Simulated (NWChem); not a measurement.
# Lowest excitation of O₂Zr

SMILES: [O]=[Zr]=[O]
```xyz
3

Zr     0.0000     0.0000     0.2967
O     -1.4393     0.0000    -0.7418
O      1.4393     0.0000    -0.7418
```
Charge 0, spin multiplicity 1.

The numbers come from NWChem runs, not from measurements. The geometry was optimised at B3LYP/def2-SVP with def2 effective core potentials on Zr, a minimum by its harmonic frequencies.

Basis set: def2-SVPD.

Effective core potentials replace the inner electrons of Zr; spin-orbit coupling is left out. The correlated methods keep 2 core orbitals frozen. B3LYP has NWChem's definition, with VWN1-RPA local correlation. The structure started from a generated list of species. No row is a measurement; the coupled-cluster row has its own basis-set and correlation limits.

Problem. For the lowest vertical singlet excitation energy, TD-BHandHLYP gives 3.02 eV and TD-B3LYP gives 2.25 eV. What do CIS, EOM-CCSD, TD-PBE give?

Solution. CIS: 4.28 eV; EOM-CCSD: 2.03 eV; TD-PBE: 1.83 eV.
